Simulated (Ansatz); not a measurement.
The multiplicity is imposed and other spin states were not computed.

Method: r2SCAN-D4/def2-SVP (Ansatz, a program for electronic structure). No frequencies were computed at this level.

Ansatz 0.2 input:
```yaml
crystal:
  periodic: [false, false, false]
  atoms:
    - { symbol: Ag, position_ang: [0.807195, -0.491771, 0.237343] }
    - { symbol: O, position_ang: [0.686297, 0.883298, -2.309241] }
    - { symbol: C, position_ang: [1.295767, 0.238669, -1.588852] }
    - { symbol: C, position_ang: [-0.887355, -0.448801, 1.585586] }
    - { symbol: H, position_ang: [-1.41791, -1.403163, 1.646825] }
    - { symbol: H, position_ang: [-1.613116, 0.28725, 1.219043] }
    - { symbol: H, position_ang: [-0.65169, -0.167053, 2.614099] }
basis:
  gaussian: { orbitals: def2-svp }
hamiltonian:
  xc: r2scan
  dispersion: d4
relax:
  max_steps: 150
```

Output:

```
[...]
915 factors; their error is unknown
mean field evaluation 1: about -8154.9180 eV, gradient 5.9e1 eV
mean field evaluation 2: about -8111.5996 eV, gradient 1.3e2 eV
mean field evaluation 4: about -8163.0170 eV, gradient 2.0e1 eV
mean field evaluation 8: about -8163.8841 eV, gradient 2.9e-1 eV
mean field evaluation 16: about -8163.8601 eV, gradient 4.9e-5 eV
mean field -8163.86007697 eV, -300.0163241654 hartree, gradient 1.9e-5 eV, S^2 0.000000; 0 other end points of the search recorded, 0 dependent functions left out
reference -8163.86009338 eV, -300.0163247687 hartree; 21, 21 occupied and 67, 67 virtual orbitals, 915 factors
relax step   1: F+E_penalty+E_count = -8163.88881491 eV  Δ(F+E_penalty+E_count) = +0.000e0 eV  max|allowed force component| = 7.598e-1 eV/Å  Δτ_max = 0.0000 Å  (30 SCF iters, accepted)
these checks for a lower state are left out or cut short: starts, cluster_reference, orbital_swaps, neighbouring_geometries, increment
915 factors; their error is unknown
mean field -8164.00189639 eV, -300.0215359332 hartree, gradient 2.3e-5 eV, S^2 0.000000; 0 other end points of the search recorded, 0 dependent functions left out
reference -8164.00191263 eV, -300.0215365299 hartree; 21, 21 occupied and 67, 67 virtual orbitals, 915 factors
relax step   2: F+E_penalty+E_count = -8164.03028644 eV  Δ(F+E_penalty+E_count) = -1.415e-1 eV  max|allowed force component| = 1.595e0 eV/Å  Δτ_max = 0.1978 Å  (37 SCF iters, accepted)
these checks for a lower state are left out or cut short: starts, cluster_reference, orbital_swaps, neighbouring_geometries, increment
915 factors; their error is unknown
mean field evaluation 32: about -8164.0681 eV, gradient 4.5e-4 eV
mean field -8164.06810836 eV, -300.0239691782 hartree, gradient 2.1e-5 eV, S^2 0.000000; 0 other end points of the search recorded, 0 dependent functions left out
reference -8164.06812447 eV, -300.0239697702 hartree; 21, 21 occupied and 67, 67 virtual orbitals, 915 factors
relax step   3: F+E_penalty+E_count = -8164.09608953 eV  Δ(F+E_penalty+E_count) = -6.580e-2 eV  max|allowed force component| = 1.914e0 eV/Å  Δτ_max = 0.1926 Å  (37 SCF iters, accepted)
these checks for a lower state are left out or cut short: starts, cluster_reference, orbital_swaps, neighbouring_geometries, increment
915 factors; their error is unknown
mean field -8164.12757196 eV, -300.0261544250 hartree, gradient 2.1e-5 eV, S^2 0.000000; 0 other end points of the search recorded, 0 dependent functions left out
reference -8164.12758805 eV, -300.0261550164 hartree; 21, 21 occupied and 67, 67 virtual orbitals, 915 factors
relax step   4: F+E_penalty+E_count = -8164.15538191 eV  Δ(F+E_penalty+E_count) = -5.929e-2 eV  max|allowed force component| = 2.143e0 eV/Å  Δτ_max = 0.2000 Å  (35 SCF iters, accepted)
these checks for a lower state are left out or cut short: starts, cluster_reference, orbital_swaps, neighbouring_geometries, increment
915 factors; their error is unknown
mean field -8164.16652916 eV, -300.0275860758 hartree, gradient 1.8e-5 eV, S^2 0.000000; 0 other end points of the search recorded, 0 dependent functions left out
reference -8164.16654503 eV, -300.0275866588 hartree; 21, 21 occupied and 67, 67 virtual orbitals, 915 factors
relax step   5: F+E_penalty+E_count = -8164.19417513 eV  Δ(F+E_penalty+E_count) = -3.879e-2 eV  max|allowed force component| = 1.024e0 eV/Å  Δτ_max = 0.1233 Å  (37 SCF iters, accepted)
these checks for a lower state are left out or cut short: starts, cluster_reference, orbital_swaps, neighbouring_geometries, increment
915 factors; their error is unknown
mean field -8164.19770193 eV, -300.0287316540 hartree, gradient 2.4e-5 eV, S^2 0.000000; 0 other end points of the search recorded, 0 dependent functions left out
reference -8164.19771762 eV, -300.0287322306 hartree; 21, 21 occupied and 67, 67 virtual orbitals, 915 factors
relax step   6: F+E_penalty+E_count = -8164.22517655 eV  Δ(F+E_penalty+E_count) = -3.100e-2 eV  max|allowed force component| = 1.608e-1 eV/Å  Δτ_max = 0.2000 Å  (36 SCF iters, accepted)
these checks for a lower state are left out or cut short: starts, cluster_reference, orbital_swaps, neighbouring_geometries, increment
915 factors; their error is unknown
mean field evaluation 64: about -8164.1762 eV, gradient 4.3e-4 eV
mean field -8164.17620773 eV, -300.0279417569 hartree, gradient 1.9e-5 eV, S^2 0.000000; 0 other end points of the search recorded, 0 dependent functions left out
reference -8164.17622339 eV, -300.0279423323 hartree; 21, 21 occupied and 67, 67 virtual orbitals, 915 factors
relax step   7: F+E_penalty+E_count = -8164.20362152 eV  Δ(F+E_penalty+E_count) = +2.156e-2 eV  max|allowed force component| = 1.318e0 eV/Å  Δτ_max = 0.0896 Å  (35 SCF iters, rejected (line search))
these checks for a lower state are left out or cut short: starts, cluster_reference, orbital_swaps, neighbouring_geometries, increment
915 factors; their error is unknown
mean field -8164.20506470 eV, -300.0290022308 hartree, gradient 2.1e-5 eV, S^2 0.000000; 0 other end points of the search recorded, 0 dependent functions left out
reference -8164.20508036 eV, -300.0290028061 hartree; 21, 21 occupied and 67, 67 virtual orbitals, 915 factors
relax step   8: F+E_penalty+E_count = -8164.23246682 eV  Δ(F+E_penalty+E_count) = -7.290e-3 eV  max|allowed force component| = 2.633e-1 eV/Å  Δτ_max = 0.0448 Å  (31 SCF iters, accepted)
these checks for a lower state are left out or cut short: starts, cluster_reference, orbital_swaps, neighbouring_geometries, increment
915 factors; their error is unknown
mean field -8164.20988482 eV, -300.0291793668 hartree, gradient 2.7e-5 eV, S^2 0.000000; 0 other end points of the search recorded, 0 dependent functions left out
reference -8164.20990042 eV, -300.0291799401 hartree; 21, 21 occupied and 67, 67 virtual orbitals, 915 factors
relax step   9: F+E_penalty+E_count = -8164.23722063 eV  Δ(F+E_penalty+E_count) = -4.754e-3 eV  max|allowed force component| = 4.710e-2 eV/Å  Δτ_max = 0.0806 Å  (32 SCF iters, accepted)
these checks for a lower state are left out or cut short: starts, cluster_reference, orbital_swaps, neighbouring_geometries, increment
915 factors; their error is unknown
mean field -8164.21156043 eV, -300.0292409443 hartree, gradient 1.3e-5 eV, S^2 0.000000; 0 other end points of the search recorded, 0 dependent functions left out
reference -8164.21157599 eV, -300.0292415164 hartree; 21, 21 occupied and 67, 67 virtual orbitals, 915 factors
relax step  10: F+E_penalty+E_count = -8164.23887549 eV  Δ(F+E_penalty+E_count) = -1.655e-3 eV  max|allowed force component| = 2.176e-2 eV/Å  Δτ_max = 0.0633 Å  (32 SCF iters, accepted)
these checks for a lower state are left out or cut short: starts, cluster_reference, orbital_swaps, neighbouring_geometries, increment
915 factors; their error is unknown
mean field -8164.17671135 eV, -300.0279602644 hartree, gradient 2.0e-5 eV, S^2 0.000000; 0 other end points of the search recorded, 0 dependent functions left out
reference -8164.17672685 eV, -300.0279608339 hartree; 21, 21 occupied and 67, 67 virtual orbitals, 915 factors
relax step  11: F+E_penalty+E_count = -8164.20396931 eV  Δ(F+E_penalty+E_count) = +3.491e-2 eV  max|allowed force component| = 2.196e0 eV/Å  Δτ_max = 0.1428 Å  (35 SCF iters, rejected (line search))
these checks for a lower state are left out or cut short: starts, cluster_reference, orbital_swaps, neighbouring_geometries, increment
915 factors; their error is unknown
mean field evaluation 96: about -8164.1833 eV, gradient 4.1e0 eV
mean field -8164.21204834 eV, -300.0292588750 hartree, gradient 1.7e-5 eV, S^2 0.000000; 0 other end points of the search recorded, 0 dependent functions left out
reference -8164.21206390 eV, -300.0292594466 hartree; 21, 21 occupied and 67, 67 virtual orbitals, 915 factors
relax step  12: F+E_penalty+E_count = -8164.23935389 eV  Δ(F+E_penalty+E_count) = -4.784e-4 eV  max|allowed force component| = 5.415e-3 eV/Å  Δτ_max = 0.0353 Å  (30 SCF iters, accepted)
these checks for a lower state are left out or cut short: starts, cluster_reference, orbital_swaps, neighbouring_geometries, increment
915 factors; their error is unknown
mean field -8164.21141703 eV, -300.0292356745 hartree, gradient 2.0e-5 eV, S^2 0.000000; 0 other end points of the search recorded, 0 dependent functions left out
reference -8164.21143257 eV, -300.0292362457 hartree; 21, 21 occupied and 67, 67 virtual orbitals, 915 factors
relax step  13: F+E_penalty+E_count = -8164.23871289 eV  Δ(F+E_penalty+E_count) = +6.410e-4 eV  max|allowed force component| = 3.635e-1 eV/Å  Δτ_max = 0.0548 Å  (31 SCF iters, rejected (line search))
these checks for a lower state are left out or cut short: starts, cluster_reference, orbital_swaps, neighbouring_geometries, increment
915 factors; their error is unknown
mean field -8164.21215609 eV, -300.0292628345 hartree, gradient 1.5e-5 eV, S^2 0.000000; 0 other end points of the search recorded, 0 dependent functions left out
reference -8164.21217164 eV, -300.0292634060 hartree; 21, 21 occupied and 67, 67 virtual orbitals, 915 factors
relax step  14: F+E_penalty+E_count = -8164.23945869 eV  Δ(F+E_penalty+E_count) = -1.048e-4 eV  max|allowed force component| = 2.282e-2 eV/Å  Δτ_max = 0.0193 Å  (30 SCF iters, accepted)
these checks for a lower state are left out or cut short: starts, cluster_reference, orbital_swaps, neighbouring_geometries, increment
915 factors; their error is unknown
mean field -8164.21214326 eV, -300.0292623631 hartree, gradient 1.8e-5 eV, S^2 0.000000; 0 other end points of the search recorded, 0 dependent functions left out
reference -8164.21215881 eV, -300.0292629345 hartree; 21, 21 occupied and 67, 67 virtual orbitals, 915 factors
relax step  15: F+E_penalty+E_count = -8164.23944447 eV  Δ(F+E_penalty+E_count) = +1.421e-5 eV  max|allowed force component| = 1.171e-1 eV/Å  Δτ_max = 0.0188 Å  (29 SCF iters, rejected (line search))
these checks for a lower state are left out or cut short: starts, cluster_reference, orbital_swaps, neighbouring_geometries, increment
915 factors; their error is unknown
mean field evaluation 128: about -8164.2122 eV, gradient 4.0e-4 eV
mean field -8164.21221386 eV, -300.0292649577 hartree, gradient 1.6e-5 eV, S^2 0.000000; 0 other end points of the search recorded, 0 dependent functions left out
reference -8164.21222942 eV, -300.0292655292 hartree; 21, 21 occupied and 67, 67 virtual orbitals, 915 factors
relax step  16: F+E_penalty+E_count = -8164.23951772 eV  Δ(F+E_penalty+E_count) = -5.903e-5 eV  max|allowed force component| = 5.970e-3 eV/Å  Δτ_max = 0.0094 Å  (30 SCF iters, accepted)
these checks for a lower state are left out or cut short: starts, cluster_reference, orbital_swaps, neighbouring_geometries, increment
915 factors; their error is unknown
mean field -8164.21223162 eV, -300.0292656102 hartree, gradient 1.4e-5 eV, S^2 0.000000; 0 other end points of the search recorded, 0 dependent functions left out
reference -8164.21224717 eV, -300.0292661816 hartree; 21, 21 occupied and 67, 67 virtual orbitals, 915 factors
relax step  17: F+E_penalty+E_count = -8164.23953478 eV  Δ(F+E_penalty+E_count) = -1.707e-5 eV  max|allowed force component| = 3.199e-2 eV/Å  Δτ_max = 0.0151 Å  (29 SCF iters, accepted)
these checks for a lower state are left out or cut short: starts, cluster_reference, orbital_swaps, neighbouring_geometries, increment
915 factors; their error is unknown
mean field -8164.21222537 eV, -300.0292653806 hartree, gradient 7.8e-6 eV, S^2 0.000000; 0 other end points of the search recorded, 0 dependent functions left out
reference -8164.21224092 eV, -300.0292659521 hartree; 21, 21 occupied and 67, 67 virtual orbitals, 915 factors
relax step  18: F+E_penalty+E_count = -8164.23952967 eV  Δ(F+E_penalty+E_count) = +5.108e-6 eV  max|allowed force component| = 1.745e-2 eV/Å  Δτ_max = 0.0026 Å  (25 SCF iters, rejected (line search))
these checks for a lower state are left out or cut short: starts, cluster_reference, orbital_swaps, neighbouring_geometries, increment
915 factors; their error is unknown
mean field -8164.21223920 eV, -300.0292658889 hartree, gradient 2.2e-5 eV, S^2 0.000000; 0 other end points of the search recorded, 0 dependent functions left out
reference -8164.21225475 eV, -300.0292664603 hartree; 21, 21 occupied and 67, 67 virtual orbitals, 915 factors
relax step  19: F+E_penalty+E_count = -8164.23954296 eV  Δ(F+E_penalty+E_count) = -8.182e-6 eV  max|allowed force component| = 5.651e-4 eV/Å  Δτ_max = 0.0008 Å  (23 SCF iters, accepted)
915 factors; their error is unknown
mean field evaluation 160: about -8164.2399 eV, gradient 1.6e-1 eV
mean field -8164.21223920 eV, -300.0292658889 hartree, gradient 2.2e-5 eV, S^2 0.000000; 1 other end points of the search recorded, 0 dependent functions left out
reference -8164.21225475 eV, -300.0292664603 hartree; 21, 21 occupied and 67, 67 virtual orbitals, 915 factors
Total energy: -8164.23955851 eV, -300.0302698550 hartree
Atom 0 at     0.054048    -0.025947    -0.028100 Å, force     0.000190     0.000246    -0.000316 eV/Å
Atom 1 at     1.636192     0.649527    -2.664047 Å, force    -0.000293    -0.000113     0.000547 eV/Å
Atom 2 at     1.065667     0.405836    -1.713887 Å, force     0.000333     0.000043    -0.000565 eV/Å
Atom 3 at    -0.985012    -0.469125     1.704082 Å, force    -0.000323    -0.000184     0.000501 eV/Å
Atom 4 at    -1.281298    -1.531126     1.727099 Å, force     0.000044    -0.000015     0.000023 eV/Å
Atom 5 at    -1.901277     0.139519     1.782652 Å, force     0.000021     0.000031    -0.000010 eV/Å
Atom 6 at    -0.369132    -0.270255     2.597004 Å, force     0.000028    -0.000009    -0.000179 eV/Å
Dipole moment:     0.302912     0.129209    -0.505005 e Å
```

Cost: roughly 30 core-seconds.
